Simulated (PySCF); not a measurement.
## Curvature of the energy in the electron number along the 4p block, charge +2

Calculated with PySCF 2.14, in aug-cc-pVTZ-PP with ECP10MDF, ECP, aug-cc-pVTZ-DK, spin-free X2C: one orbital is emptied in steps, and each cell gives the departure of E from the straight line at half an electron, in eV (from a cubic fit). The exact functional gives zero.

| species | orbital | LDA | PBE | r2SCAN | PBE0 | BHandHLYP | LC-wPBE | wB97X | UHF |
| --- | --- | --- | --- | --- | --- | --- | --- | --- | --- |
| Ge²⁺ | 4s beta | -1.29 | -1.30 | -1.09 | -0.94 | -0.67 | -0.20 | -0.27 | 0.06 |
| As²⁺ | 4p alpha | -1.26 | -1.22 | -1.13 | -0.89 | -0.60 | -0.19 | -0.30 | 0.08 |
| Se²⁺ | 4p alpha | -1.36 | -1.31 | -1.22 | -0.95 | -0.63 | -0.23 | -0.33 | 0.11 |
| Br²⁺ | 4p alpha | -1.46 | -1.41 | -1.32 | -1.03 | -0.67 | -0.29 | -0.38 | 0.13 |
| Kr²⁺ | 4p beta | -1.46 | -1.41 | -1.29 | -1.01 | -0.66 | -0.28 | -0.45 | 0.19 |

**Question.** How does the mean departure depend on the functional?

**Answer.** LDA -1.37 eV; PBE -1.33 eV; r2SCAN -1.21 eV; PBE0 -0.96 eV; BHandHLYP -0.65 eV; LC-wPBE -0.24 eV; wB97X -0.35 eV; UHF 0.12 eV. Semilocal functionals are convex (delocalisation error), Hartree-Fock is concave or straight, and exact exchange removes curvature roughly in proportion to its share, so among the functionals the range-separated hybrids usually come closest to zero.

No spin-orbit coupling is included.
